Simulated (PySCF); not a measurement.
SMILES CB(C)N(C)[SiH3] (C3H12BNSi), singlet (GFN2-xTB optimised geometry):

```
18

Si    -1.950     0.754     0.056
N     -0.204     0.661     0.000
C      0.548     1.908    -0.040
B      0.509    -0.557     0.000
C     -0.278    -1.936     0.018
C      2.099    -0.557     0.000
H     -2.518     0.319    -1.225
H     -2.285     2.161     0.290
H     -2.456    -0.061     1.162
H      1.207     1.928    -0.910
H     -0.120     2.765    -0.099
H      1.165     2.015     0.854
H      0.326    -2.765    -0.346
H     -1.193    -1.911    -0.570
H     -0.569    -2.185     1.038
H      2.507     0.047     0.809
H      2.491    -0.132    -0.924
H      2.518    -1.556     0.096
```

Method: PBE0/def2-SVP (PySCF 2.14.0).

What are the frontier orbital energies and the dipole moment?

HOMO-2 -9.41 eV, HOMO-1 -8.21 eV, HOMO -7.33 eV, LUMO 0.68 eV, LUMO+1 1.02 eV; dipole moment 0.91 D.

On the same geometry PBE/def2-SVP in PySCF gives HOMO-2 -7.91 eV, HOMO-1 -6.79 eV, HOMO -6.03 eV, LUMO -0.28 eV, LUMO+1 0.14 eV; dipole moment 0.92 D.

Meta-Löwdin charges at PBE0/def2-SVP: Si1 0.62, N2 -0.40, C3 -0.19, B4 0.20, C5 -0.43, C6 -0.43, H7 -0.11, H8 -0.11, H9 -0.11, H10 0.10, H11 0.10, H12 0.10, H13 0.11, H14 0.10, H15 0.12, H16 0.11, H17 0.11, H18 0.10.
